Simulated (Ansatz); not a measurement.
HNaO (SMILES [OH][Na]) moved off its minimum; all values from Ansatz (a first-principles code), cores frozen in correlated methods.
(charge 0, multiplicity 1)
```xyz
3

Na     0.10890    -0.07999    -0.87647
O     -0.02789     0.06271     1.08253
H      0.04741     0.01634     1.97856
```

### Question
Give the forces (eV/Å), the total energy and the dipole at CCSD(T)/def2-TZVPPD.

### Answer

```json
[
 {"atom": "Na1", "Fx": "-0.015", "Fy": "0.012", "Fz": "-0.013"},
 {"atom": "O2", "Fx": "-0.242", "Fy": "0.140", "Fz": "-3.445"},
 {"atom": "H3", "Fx": "0.256", "Fy": "-0.151", "Fz": "3.458"}
]
```
Energy -237.6169 hartree, dipole 6.98 D.
